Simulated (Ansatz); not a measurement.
Species: C₂H₆OS, SMILES `O[C@H](C)S` (S–C–O–H torsion 47°, O–C–S–H torsion 66°) (charge 0, multiplicity 1), formula C2H6OS.

### Question
How many basis functions does frozen-core CCSD(T)/cc-pVTZ // PBE0-D3(BJ)/def2-TZVP (Ansatz, an electronic-structure program) use, how many core orbitals are frozen, and how many electrons are correlated?

### Answer
208 basis functions and 8 frozen orbitals, which leaves 26 correlated electrons. Core time is of the order of minutes.
